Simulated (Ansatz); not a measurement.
`CB(C)[SeH]` + `C#CCS` → `CB(C)S` + `C#CC[SeH]`  (formal exchange of groups at a B–Se bond)

Computed with Ansatz on PBE0-D4/def2-TZVP structures; ΔE is electronic, products minus reactants. CCSD(T)/CBS is the MP2 limit (def2-TZVPP, def2-QZVPP) plus CCSD(T) − MP2 in def2-TZVPP, frozen cores. DFT in def2-TZVPP. B3LYP here is the variant with VWN-RPA as its local correlation; programs differ in this. For Se outer-core shells are correlated without core-valence functions, which leaves a few kJ/mol of doubt a bond. Scalar relativity is left out up to krypton. Each species was taken in one conformer, which may not be the lowest.

`CB(C)[SeH]`:

```xyz
11

C     0.761    1.222   -0.579
B     0.228   -0.009    0.230
C    -1.059   -0.783   -0.210
Se    1.231   -0.501    1.811
H     1.567    1.785   -0.105
H     1.130    0.867   -1.550
H    -0.056    1.914   -0.810
H    -1.113   -0.880   -1.299
H    -1.930   -0.179    0.078
H    -1.185   -1.769    0.238
H     0.426   -1.668    2.197
```

`C#CCS`:

Cartesian coordinates in Å:
```
C -1.266 -0.205 1.654
C -0.515 -0.245 0.720
C 0.389 -0.274 -0.409
S 0.546 1.409 -1.103
H -1.932 -0.175 2.484
H 0.004 -0.949 -1.176
H 1.371 -0.629 -0.090
H 1.402 1.068 -2.080
```

`CB(C)S`:

Cartesian coordinates in Å:
```
C -0.153 -0.358 -1.278
B -0.111 -0.174 0.277
C 0.598 1.061 0.933
S -0.885 -1.341 1.401
H 0.802 -0.085 -1.738
H -0.890 0.346 -1.686
H -0.433 -1.356 -1.620
H 0.441 1.170 2.008
H 1.679 0.980 0.760
H 0.290 1.989 0.441
H -1.337 -2.233 0.503
```

`C#CC[SeH]`:

Cartesian coordinates in Å:
```
C -1.459 0.178 -1.530
C -0.762 0.137 -0.554
C 0.093 0.079 0.604
Se 1.877 -0.565 0.057
H -2.084 0.217 -2.391
H -0.306 -0.612 1.347
H 0.208 1.066 1.051
H 2.433 -0.501 1.416
```

```json
{"level": "PBE-D4", "ΔE (kcal/mol)": "-4.3", "difference from CCSD(T)/CBS": "-1.1"}
{"level": "r2SCAN-D4", "ΔE (kcal/mol)": "-4.2", "difference from CCSD(T)/CBS": "-1.0"}
{"level": "B97M-V", "ΔE (kcal/mol)": "-4.8", "difference from CCSD(T)/CBS": "-1.6"}
{"level": "PBE0-D4", "ΔE (kcal/mol)": "-4.0", "difference from CCSD(T)/CBS": "-0.8"}
{"level": "B3LYP-D4", "ΔE (kcal/mol)": "-4.5", "difference from CCSD(T)/CBS": "-1.3"}
{"level": "r2SCANh-D4", "ΔE (kcal/mol)": "-4.1", "difference from CCSD(T)/CBS": "-0.9"}
{"level": "r2SCAN0-D4", "ΔE (kcal/mol)": "-3.9", "difference from CCSD(T)/CBS": "-0.7"}
{"level": "BHLYP-D4", "ΔE (kcal/mol)": "-4.1", "difference from CCSD(T)/CBS": "-0.9"}
{"level": "B2PLYP", "ΔE (kcal/mol)": "-4.3", "difference from CCSD(T)/CBS": "-1.1"}
{"level": "PBE-QIDH", "ΔE (kcal/mol)": "-3.8", "difference from CCSD(T)/CBS": "-0.6"}
{"level": "PBE", "ΔE (kcal/mol)": "-4.3", "difference from CCSD(T)/CBS": "-1.1"}
{"level": "revPBE", "ΔE (kcal/mol)": "-4.4", "difference from CCSD(T)/CBS": "-1.2"}
{"level": "r2SCAN", "ΔE (kcal/mol)": "-4.3", "difference from CCSD(T)/CBS": "-1.1"}
{"level": "LC-ωPBE", "ΔE (kcal/mol)": "-3.8", "difference from CCSD(T)/CBS": "-0.6"}
{"level": "CCSD/def2-TZVPP", "ΔE (kcal/mol)": "-3.8", "difference from CCSD(T)/CBS": "-0.6"}
{"level": "SCS-MP2/def2-QZVPP", "ΔE (kcal/mol)": "-3.7", "difference from CCSD(T)/CBS": "-0.5"}
{"level": "CCSD(T)/CBS", "ΔE (kcal/mol)": "-3.2", "difference from CCSD(T)/CBS": "0"}
```

Largest T1 diagnostic among the species: 0.012.

At CCSD(T), def2-SVP lies −1.3 kcal/mol from the extrapolated value and def2-TZVPP −0.7 kcal/mol. Leaving LDA and LC-ωPBE aside and taking each functional with its dispersion term where it has one, the values spread over 1.1 kcal/mol, from B97M-V to PBE-QIDH.
